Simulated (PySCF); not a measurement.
Energy profile

The step: SiH₄S ([SiH3][SH]) + H₂ → SiH₄ + H₂S; bonds formed: Si1–H7, S2–H6; bonds broken: Si1–S2, H6–H7 (atoms numbered as in the saddle structure below).

```xyz
8
angstrom
Si -0.6385 -0.1252 -0.4121
S 0.7246 0.4826 1.6025
H -0.7120 -0.7060 -1.7927
H -1.3951 1.1421 -0.3581
H -1.2239 -1.2261 0.4028
H 1.0311 0.6235 -0.0418
H 0.8334 0.4995 -1.0060
H 1.3806 -0.6903 1.6054
```

Electronic energies by CCSD(T) at an estimated basis limit (MP2 extrapolated from triple and quadruple zeta, plus CCSD(T) − MP2 in triple zeta), on PBE0-D4/def2-TZVP structures; SiH6S, singlet; no counterpoise correction. Program: PySCF 2.14 with density fitting (its default auxiliary sets; JK sets also for MP2 and CCSD(T)). Basis: def2-TZVPP and def2-QZVPP. Cores are frozen in the correlated methods. Extrapolation: Hartree–Fock as exp(−7.88 √X), correlation as X^−2.97.

(1) Give the profile in eV, counted from the separated reactants. (An estimate is asked for; the value comes from the calculation.)

The T1 diagnostic stays at or below 0.014.

Answers

(1) By the calculation:
| point | eV |
| --- | --- |
| separated: SiH4S (linked as [SiH3][SH]; Si1, S2, H3, H4, H5, H8; singlet) + H2 (H6, H7; singlet) | 0.000 |
| start structure | -0.026 |
| saddle | 2.538 |
| end structure | 0.307 |
| separated: SiH4 (Si1, H3, H4, H5, H7; singlet) + H2S (S2, H6, H8; singlet) | 0.362 |

For scale, one of the runs: CCSD(T)/def2-TZVPP, 168 basis functions, launched by `OMP_NUM_THREADS=4 python run.py`. Hardware: 4 CPU threads of an Arm Neoverse V2, shared host. Wall time 100 s; peak host memory 1.1 GiB.
